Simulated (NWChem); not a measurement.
Molecule: InN₂H₅; SMILES [NH2][InH][NH2]

```xyz
8

In    -0.3176     0.0067     0.0000
H     -2.0170    -0.2223     0.0000
N      0.7912     0.0085    -1.6980
H      0.3570     0.2162    -2.5909
H      1.7429     0.3600    -1.6917
N      0.7912     0.0085     1.6980
H      1.7429     0.3600     1.6917
H      0.3570     0.2162     2.5909
```
Atoms are numbered in this order, from 1.

Results from NWChem. STO-3G and 3-21G are far too small for this property and stand as cheap habits. The geometry was optimised at PBE0/def2-SVP. def2 effective core potentials on In; no spin-orbit coupling. Field at 589 nm.

```csv
level,isotropic polarisability (bohr³),anisotropy (bohr³),relative time
"B3LYP/STO-3G (all-electron, non-relativistic)",28.0,25.1,1
B3LYP/def2-SVP (core potentials),48.6,23.2,2
B3LYP/def2-SVPD (core potentials),60.3,17.4,5
```

The last column is a rough cost ratio, cheapest run = 1.
